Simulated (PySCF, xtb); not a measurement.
C2H6FGaO, SMILES C[CH2][Ga]([OH])[F].

xtb with GFN2-xTB at its own geometry gives an orbital gap of 4.14 eV and a dipole moment of 5.87 D.

Geometry optimised at PBE0-D3(BJ)/def2-SVP. The structure was generated by enumeration; whether it is a known compound was not checked. Other conformers were not sampled.

Question: What does PBE/def2-TZVP (PySCF) give? (An estimate is asked for; the answer gives what the named calculation found.)

Answer: gap 5.60 eV (levels -6.98 and -1.38 eV), dipole 4.08 D.
